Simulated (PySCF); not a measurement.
**Polarisability and C₆ of Hf³⁹⁺ (hafnium, charge +39)**

[Ar] 3d10 4s2 4p3, high-spin 4S determinant. Calculation: PySCF 2.14, in an uncontracted even-tempered set (17 s from 4.1 bohr⁻², ratio 2.5; 12 p from 5.3 bohr⁻², ratio 2.5; 8 d from 9.5 bohr⁻², ratio 2.5; 4 f from 27 bohr⁻², ratio 2.7; 4 g from 40 bohr⁻², ratio 2.7); no relativity, point nucleus. Coupled (time-dependent) response in atomic units; α is the mean over directions.

```tsv
method	mean α (bohr³)	C₆ (like pair)	S(−4)
UHF	0.06345	0.01617	0.003955
PBE0	0.06087	0.01549	0.003405
```

S(−4) is the Cauchy moment in α(ω) = α(0) + S(−4) ω² + …

α(iu) at UHF:

| u (hartree) | α(iu) (bohr³) |
| --- | --- |
| 0 | 0.06345 |
| 0.500 | 0.06248 |
| 1.00 | 0.05986 |
| 2.00 | 0.05206 |
| 3.00 | 0.04398 |
| 4.00 | 0.03702 |
| 5.00 | 0.03130 |
| 7.50 | 0.02143 |
| 10.0 | 0.01568 |
| 15.0 | 0.009998 |
| 25.0 | 0.006029 |

For an ion, C₆ is the dispersion term alone; charge-induced terms of lower order in 1/R come first.

A non-relativistic calculation at this Z misses sizeable relativistic shifts. Spin-orbit coupling, which splits the p, d and f shells strongly at this Z, is absent. Spin-orbit coupling is strong in this species (close to jj coupling), so the high-spin LS determinant is a model state, not a physical level.
